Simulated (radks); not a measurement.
The numbers below are computed, except where a source is named.
Problem. All-electron atom: the tellurium ion Te+ in [Kr] 4d10 5s2 5p3. Code: a radial shooting solver on a logarithmic mesh with Libxc functionals. Model: Dirac Kohn-Sham, PBE, spin-unpolarised, spherical densities, point nucleus; open shells are shared between the two j in proportion to 2j + 1. Some entries of the table are withheld. Estimate them.

orbital  occ.  eigenvalue (eV)  r(max) (bohr)  <r^2> (bohr^2)
1s1/2       2        -31616.02        0.01793             (1)
2s1/2       2        -4854.410         0.1015         0.01688
2p1/2       2        -4548.618        0.07795         0.01250
2p3/2       4        -4274.125        0.08265         0.01379
3s1/2       2        -973.3598         0.2928          0.1185
3p1/2       2        -847.6709            (2)          0.1133
3p3/2       4        -796.5102            (3)          0.1215
3d3/2       4        -574.8944         0.2361          0.1030
3d5/2       6        -564.1970         0.2391          0.1054
4s1/2       2        -173.2897            (4)          0.6610
4p1/2       2        -130.1011         0.7218          0.7329
4p3/2       4        -120.3885         0.7461          0.7860
4d3/2       4         -51.5129         0.8060           1.091
4d5/2       6         -50.0437         0.8148           1.119
5s1/2       2         -23.4258          1.777             (5)
5p1/2       1         -14.3198          2.050           6.658
5p3/2       2         -13.3922          2.133           7.209

Solution. 
(1) 1s1/2 <r^2> (bohr^2): 0.001048
(2) 3p1/2 r(max) (bohr): 0.2792
(3) 3p3/2 r(max) (bohr): 0.2898
(4) 4s1/2 r(max) (bohr): 0.7014
(5) 5s1/2 <r^2> (bohr^2): 4.666
